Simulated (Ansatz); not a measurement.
Process, species as SMILES: Br (HBr) → Br atom + H atom
B3LYP-D3(BJ)/def2-TZVP geometries, fixed; electronic energies without zero-point terms.
Largest species:
```
Br
H 1 1.4248
```
Charge 0, spin multiplicity 1.

Basis-set convergence of the bond dissociation energy at PBE with Ansatz (a first-principles code). All functions are spherical. The program fits the integrals of some runs and decomposes those of others, by size. Open shells are unrestricted. No added dispersion term, no relativity. Functions are those of the species that has most. Reference: the value in aug-cc-pV5Z, 93.10 kcal/mol, itself unsure by roughly 0.12 kcal/mol (its mean distance from pcseg-4, aug-pcseg-3, aug-cc-pVQZ). Deviations are taken from unrounded values.

```tsv
basis	functions	bond dissociation energy (kcal/mol)	minus reference (kcal/mol)
STO-3G	19	108.99	15.88
cc-pVDZ	32	91.87	-1.24
pcseg-1	32	91.20	-1.91
def2-SVP	37	92.38	-0.72
aug-cc-pVDZ	45	92.56	-0.54
def2-TZVP	54	92.51	-0.59
cc-pVTZ	57	92.90	-0.20
pcseg-2	57	92.64	-0.46
def2-TZVPP	62	93.02	-0.08
def2-TZVPD	66	92.96	-0.15
def2-TZVPPD	74	93.33	0.22
aug-cc-pVTZ	82	93.02	-0.08
aug-pcseg-2	82	92.94	-0.16
cc-pVQZ	98	92.99	-0.11
pcseg-3	101	92.97	-0.13
def2-QZVPP	119	93.01	-0.09
def2-QZVPPD	131	93.10	0.00
aug-pcseg-3	142	92.97	-0.13
```
